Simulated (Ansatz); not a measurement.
O$_{2}$Ti, triplet, geometry from GFN2-xTB (such geometries of metal compounds can be far from the true shape) (the multiplicity is a formal guess). Base run: PBE0/STO-3G (Ansatz, a program for electronic structure).

The Ansatz input:
Ansatz 0.2 input:
```yaml
crystal:
  periodic: [false, false, false]
  atoms:
    - {symbol: Ti, position_ang: [0.08713546, 0.01667738, 0.10503988]}
    - {symbol: O, position_ang: [1.09419603, 0.19006438, -1.18532302]}
    - {symbol: O, position_ang: [-1.33381854, -0.23592717, 0.89646335]}
basis:
  gaussian:
    orbitals: STO-3G
hamiltonian:
  xc: pbe0
magnetization: {spin_polarized: true, initial_magnetization: 2}
```

Variants of this job, named by their change:

| change | basis functions | E (Eh) |
|---|---|---|
| base | 28 | -988.73529 |
| basis = cc-pVTZ-DK; relativity = spin-free X2C; nucleus = Gaussian | 128 | -1004.03752 |
| basis = x2c-TZVPall; relativity = spin-free X2C | 110 | -1004.03457 |
| basis = cc-pVTZ-DK; relativity = spin-free X2C | 128 | -1004.03940 |
| basis = x2c-TZVPall; relativity = none | 110 | -998.43604 |
| basis = cc-pVDZ-DK; relativity = spin-free X2C | 71 | -1003.99585 |
| basis = x2c-TZVPall; relativity = spin-free X2C; nucleus = Gaussian | 110 | -1004.03288 |
| basis = cc-pVDZ-DK; relativity = none | 71 | -997.85243 |
| basis = cc-pVTZ-DK; relativity = none | 128 | -997.90044 |
| basis = cc-pVDZ-DK; relativity = spin-free X2C; nucleus = Gaussian | 71 | -1003.99396 |

Absolute energies of different levels of theory aren't comparable as measures of quality.

Ansatz warned in this series: the basis is contracted for relativity, which the run leaves out.

Basis sets contracted for a relativistic Hamiltonian are a mismatch without it, so the rows without relativity aren't non-relativistic limits. No row has spin-orbit coupling; sets with core potentials leave out the core electrons.
